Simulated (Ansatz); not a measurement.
Consider the ligand exchange at the Si–C bond: `C=NC[SiH2]C` + `C=N` → `C=N[SiH2]C` + `C=NC`.

Gas-phase electronic energies from Ansatz, PBE0-D4/def2-TZVP geometries. CCSD(T)/CBS is the MP2 limit (def2-TZVPP, def2-QZVPP) plus CCSD(T) − MP2 in def2-TZVPP, frozen cores. This one scheme is used for every species. DFT in def2-TZVPP. Each species was taken in one conformer, which may not be the lowest.

`C=NC[SiH2]C`:

```xyz
14

C     0.165    0.802   -2.366
N    -0.511    0.451   -1.363
C    -0.231   -0.817   -0.750
Si    0.560   -0.534    0.949
C    -0.535    0.515    2.036
H     0.940    0.168   -2.821
H    -0.019    1.775   -2.819
H     0.419   -1.467   -1.359
H    -1.175   -1.346   -0.580
H     0.800   -1.871    1.565
H     1.880    0.125    0.740
H    -1.486    0.013    2.228
H    -0.058    0.718    2.997
H    -0.748    1.467    1.544
```

`C=N`:

Z-matrix (Å, degrees):
```
C
N 1 1.261
H 1 1.096 2 124.9
H 1 1.092 2 118.8 3 -180.0
H 2 1.021 1 111.0 3 -0.0
```

`C=N[SiH2]C`:

Cartesian coordinates in Å:
```
C -0.632 0.183 -2.107
N -0.200 0.730 -1.061
Si 0.727 -0.102 0.164
C -0.161 0.048 1.793
H -1.215 0.760 -2.836
H -0.467 -0.876 -2.367
H 0.923 -1.542 -0.199
H 2.056 0.560 0.224
H -0.316 1.099 2.047
H 0.420 -0.417 2.592
H -1.136 -0.442 1.750
```

`C=NC`:

Cartesian coordinates in Å:
```
C 0.602 -0.466 -1.053
N -0.003 -0.780 0.003
C -0.483 0.282 0.847
H 0.780 0.576 -1.359
H 0.975 -1.251 -1.710
H -0.255 1.288 0.465
H -1.566 0.182 0.964
H -0.049 0.170 1.844
```

| level | ΔE (kJ/mol) |
| --- | --- |
| revPBE | -42.9 |
| LC-ωPBE | -44.5 |
| CCSD/def2-SVP | -39.4 |
| SCS-MP2/def2-TZVPP | -48.4 |

Question: What does CCSD(T)/CBS give? (Best estimate.)

Answer: Computed: -44.7 kJ/mol. The listed levels differ from it by 1.8, 0.2, 5.3, -3.7 kJ/mol.

Largest T1 diagnostic among the species: 0.012.

Leaving LDA and LC-ωPBE aside and taking each functional with its dispersion term where it has one, the values, not all of them listed here, spread over 11.9 kJ/mol, from BHLYP-D4 to revPBE-D4. From BLYP to BHLYP (50 % exact exchange), in def2-TZVPP and without D4, ΔE moves by −4.1 kJ/mol.
